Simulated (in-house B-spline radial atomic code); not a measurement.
Successive ionisation energies of mercury; each step leads to the configuration of the next row (after the last: [Kr] 4d10 4f5/2(6) 4f7/2(7) 5s2). Dirac energy differences include first-order Breit, QED and recoil terms. NIST's values go from ground level to ground level; the uncertainty of those that are theory runs from under 0.1 % in few-electron ions to several per cent in heavy many-electron ones. Computed with a B-spline radial code for spherical atoms: Dirac-Hartree-Fock, jj configuration that fills j = l - 1/2 first, finite nuclei.

A number in brackets counts the electrons of a j subshell.

```json
{"ion": "Hg9+", "configuration": "[Xe] 4f14 5d3/2(3)", "ionisation energy (eV)": "152.7", "tabulated value (eV)": "153", "tabulated kind": "tabulated theory", "computed minus tabulated (eV)": "-0.3", "highest orbital": "5d3/2", "largest mean radius (bohr)": "1.1638"}
{"ion": "Hg10+", "configuration": "[Xe] 4f14 5d3/2(2)", "ionisation energy (eV)": "?", "tabulated value (eV)": "?", "tabulated kind": "tabulated theory", "computed minus tabulated (eV)": "?", "highest orbital": "?", "largest mean radius (bohr)": "?"}
{"ion": "Hg11+", "configuration": "[Xe] 4f14 5d3/2(1)", "ionisation energy (eV)": "192.0", "tabulated value (eV)": "192.7", "tabulated kind": "semi-empirical", "computed minus tabulated (eV)": "-0.7", "highest orbital": "5d3/2", "largest mean radius (bohr)": "1.1203"}
{"ion": "Hg12+", "configuration": "[Xe] 4f14", "ionisation energy (eV)": "274.9", "tabulated value (eV)": "276.9", "tabulated kind": "semi-empirical", "computed minus tabulated (eV)": "-2.0", "highest orbital": "5p3/2", "largest mean radius (bohr)": "0.97604"}
{"ion": "Hg13+", "configuration": "[Kr] 4d10 4f14 5s2 5p1/2(2) 5p3/2(3)", "ionisation energy (eV)": "298.0", "tabulated value (eV)": "307", "tabulated kind": "tabulated theory", "computed minus tabulated (eV)": "-9.0", "highest orbital": "5p3/2", "largest mean radius (bohr)": "0.96409"}
{"ion": "Hg14+", "configuration": "[Kr] 4d10 4f14 5s2 5p1/2(2) 5p3/2(2)", "ionisation energy (eV)": "321.5", "tabulated value (eV)": "332", "tabulated kind": "tabulated theory", "computed minus tabulated (eV)": "-10.5", "highest orbital": "5p3/2", "largest mean radius (bohr)": "0.95307"}
{"ion": "Hg15+", "configuration": "[Kr] 4d10 4f14 5s2 5p1/2(2) 5p3/2(1)", "ionisation energy (eV)": "?", "tabulated value (eV)": "?", "tabulated kind": "tabulated theory", "computed minus tabulated (eV)": "?", "highest orbital": "?", "largest mean radius (bohr)": "?"}
{"ion": "Hg16+", "configuration": "[Kr] 4d10 4f14 5s2 5p1/2(2)", "ionisation energy (eV)": "?", "tabulated value (eV)": "?", "tabulated kind": "tabulated theory", "computed minus tabulated (eV)": "?", "highest orbital": "?", "largest mean radius (bohr)": "?"}
{"ion": "Hg17+", "configuration": "[Kr] 4d10 4f14 5s2 5p1/2(1)", "ionisation energy (eV)": "419.8", "tabulated value (eV)": "429", "tabulated kind": "tabulated theory", "computed minus tabulated (eV)": "-9.2", "highest orbital": "5p1/2", "largest mean radius (bohr)": "0.86696"}
{"ion": "Hg18+", "configuration": "[Kr] 4d10 4f14 5s2", "ionisation energy (eV)": "505.6", "tabulated value (eV)": "477", "tabulated kind": "tabulated theory", "computed minus tabulated (eV)": "28.6", "highest orbital": "5s1/2", "largest mean radius (bohr)": "0.82627"}
```

Q: Fill in the row of Hg10+.

A: ionisation energy (eV): 172.1; tabulated value (eV): 173; computed minus tabulated (eV): -0.9; highest orbital: 5d3/2; largest mean radius (bohr): 1.1413.

Q: Fill in the row of Hg15+.

A: ionisation energy (eV): 345.4; tabulated value (eV): 357; computed minus tabulated (eV): -11.6; highest orbital: 5p3/2; largest mean radius (bohr): 0.94249.

Q: Fill in the row of Hg16+.

A: ionisation energy (eV): 392.7; tabulated value (eV): 402; computed minus tabulated (eV): -9.3; highest orbital: 5p1/2; largest mean radius (bohr): 0.87668.
